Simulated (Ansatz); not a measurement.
Reaction (formal exchange of groups at a Ga–Cl bond): `C[CH2][Ga]([Cl])[Cl]` + `COC(C)C` → `C[CH2][Ga]([Cl])[O]C(C)C` + `CCl`

Computed with Ansatz on PBE0-D4/def2-TZVP structures; ΔE is electronic, products minus reactants. CCSD(T)/CBS adds triple-zeta CCSD(T) − MP2 to the extrapolated MP2 energy (def2 sets, frozen cores). This one scheme is used for every species. DFT in def2-TZVPP. HSE06 is defined as in plane-wave codes. For Ga outer-core shells are correlated without core-valence functions, which leaves a few kJ/mol of doubt a bond. Scalar relativity is left out up to krypton. Each species was taken in one conformer, which may not be the lowest.

```json
{"level": "revPBE-D4", "ΔE (eV)": "0.40"}
{"level": "HSE06-D4", "ΔE (eV)": "0.49"}
```

Q: What does CCSD(T)/CBS give? (Best estimate.)

A: Ansatz gave: +0.40 eV. The listed levels differ from it by 0.00, 0.09 eV.

Largest T1 diagnostic among the species: 0.012.

Leaving LDA and LC-ωPBE aside and taking each functional with its dispersion term where it has one, the values, not all of them listed here, spread over 0.15 eV, from BLYP-D4 to B97M-V. From BLYP to BHLYP (50 % exact exchange), in def2-TZVPP and without D4, ΔE moves by +0.10 eV.
